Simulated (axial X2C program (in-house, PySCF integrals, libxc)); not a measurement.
**Ionising SnF**

All values come from calculations with an axial X2C code built on PySCF integrals, spin-free (one-electron X2C) or two-component (2c: spin–orbit coupling with atomic mean-field Coulomb and Gaunt terms, which also bring small scalar terms), in Dyall basis sets with cores contracted in-house; open shells are unrestricted.

Basis sets: F dyall-av3z, Sn dyall-cv3z.

```csv
Hamiltonian,level,SnF state,Re (Å),ωe (cm⁻¹),De (eV)
spin-free,HF,"M_S = 1/2, Λ = 1",1.929,606.2,3.00
spin-free,PBE0,"M_S = 1/2, Λ = 1",1.949,576.3,4.86
2c,HF,Ω = 1/2,1.931,602.4,n/a
2c,PBE0,Ω = 1/2,1.952,572.7,n/a
```

Adiabatic ionisation energy (minimum to minimum, no zero-point term) and constants of SnF⁺:

```
Hamiltonian  level      SnF⁺ state  IE (eV)  Re (Å)  ωe (cm⁻¹)  De (eV)  fragments
  spin-free     HF  M_S = 0, Λ = 0     6.67   1.853      733.6     3.18    Sn+ + F
  spin-free   PBE0  M_S = 0, Λ = 0     7.08   1.875      690.0     5.10    Sn+ + F
         2c     HF           Ω = 0     6.81   1.853      733.5     2.83    Sn+ + F
         2c   PBE0           Ω = 0     7.23   1.875      689.6      n/a    Sn+ + F
```

Add the zero-point terms to the ionisation energy at PBE0, 2c, and say whether the electron removed was bonding.

IE0 = IE + (ωe⁺ − ωe)/2 = 7.23 + (0.007) = 7.24 eV. Re changes by -0.077 Å, so the bond shortens, as on loss of an antibonding or a polarising non-bonding electron.

Each entry is the lowest single determinant of a limited PBE0 search at one distance. De goes to single-determinant-based atoms at the same level (for ions the charge split of lowest energy) and is withheld (n/a) where an atom does not fit its ground term or J level. Main or longest-lived isotopes. The functionals have no current term, which raises determinants with orbital currents.
